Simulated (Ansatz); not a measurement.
ClK, charge +1, doublet, at a GFN2-xTB geometry (such geometries of metal compounds can be far from the true shape) (a state made from the parent by changing its charge; the spin is typed, not shown lowest); Ansatz (a program for electronic structure) with R2SCAN/def2-TZVP.

The Ansatz input:
Ansatz 0.2 input:
```yaml
crystal:
  periodic: [false, false, false]
  atoms:
    - {symbol: K, position_ang: [-0.00000000, -0.00000000, -1.52949124]}
    - {symbol: Cl, position_ang: [0.00000000, 0.00000000, 1.70943139]}
basis:
  gaussian:
    orbitals: def2-TZVP
hamiltonian:
  xc: r2scan
total_charge: 1
magnetization: {spin_polarized: true, initial_magnetization: 1}
accuracy: high
```

Question: Predict the main parts of the log of this Ansatz run.

Answer: 
```
Functional definition: r2SCAN
1035 factors; integrals over basis functions are off by at most 3.7e-9 eV
mean field evaluation 1: about -28837.0483 eV, gradient 2.4e1 eV
mean field evaluation 2: about -28838.2428 eV, gradient 2.1e1 eV
mean field evaluation 4: about -28839.6668 eV, gradient 3.1e-1 eV
mean field evaluation 8: about -28839.6674 eV, gradient 3.6e-3 eV
mean field evaluation 16: about -28839.6674 eV, gradient 8.8e-7 eV
mean field evaluation 32: about -28839.6674 eV, gradient 1.4e-8 eV
mean field evaluation 64: about -28839.3825 eV, gradient 5.3e0 eV
mean field -28839.66740627 eV, -1059.8382289517 hartree, gradient 1.1e-8 eV, S^2 0.755853; 6 other end points of the search recorded, 0 dependent functions left out
reference -28839.66741116 eV, -1059.8382291314 hartree; 18, 17 occupied and 52, 53 virtual orbitals, 1035 factors
Total energy: -28839.66741116 eV, -1059.8382291314 hartree
```
